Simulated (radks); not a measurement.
Hf52+, configuration [Ar] 3d2. Method: scalar-relativistic Kohn-Sham, BLYP, spin-polarised, spherical densities, finite nucleus; open shells are filled with parallel spins first (spin-orbit coupling, left out, can overturn this in heavy ions); Fermi nuclear charge, rms radius 5.347 fm; computed with a radial shooting solver on a logarithmic mesh with Libxc functionals.

Normalised radial functions P(r) = r R(r), r in bohr:

```
   r/bohr * 3p up, o 3p down, + 3d down (the largest magnitude, 2.52, reaches the edge; | marks zero, & curves that meet)
0.0007777                             &
0.0009653                             &
 0.001198                             &
 0.001487                             &
 0.001845                             &
  0.00229                             &
 0.002842                             +&
 0.003528                             +&
 0.004378                             +&
 0.005434                             + &
 0.006744                             + &
  0.00837                             +  &
  0.01039                             +   &
  0.01289                             +     &
    0.016                             |+      &
  0.01986                             |+        &
  0.02465                             | +          &
  0.03059                             |  +           &
  0.03796                             |    +          &
  0.04712                             |       +       &
  0.05848                             |          + &
  0.07316                             |      &        +
   0.0908                          &  |                    +
   0.1127                &            |                        +
   0.1399      *o                     |                          +
   0.1736  &                          |                         +
   0.2154    &                        |                    +
   0.2674           &                 |             +
   0.3318                   &         |       +
   0.4118                         &   |  +
   0.5111                            &|+
   0.6344                             &
```

3p up: eigenvalue -5144.0 eV, 1 radial node at r = 0.0861 bohr, <r> = 0.194 bohr, 90 % of the charge inside 0.287 bohr. 3p down: eigenvalue -5131.3 eV, 1 radial node at r = 0.0860 bohr, <r> = 0.194 bohr, 90 % of the charge inside 0.287 bohr. 3d down (empty): eigenvalue -4731.3 eV, 0 radial nodes, <r> = 0.172 bohr, 90 % of the charge inside 0.262 bohr.
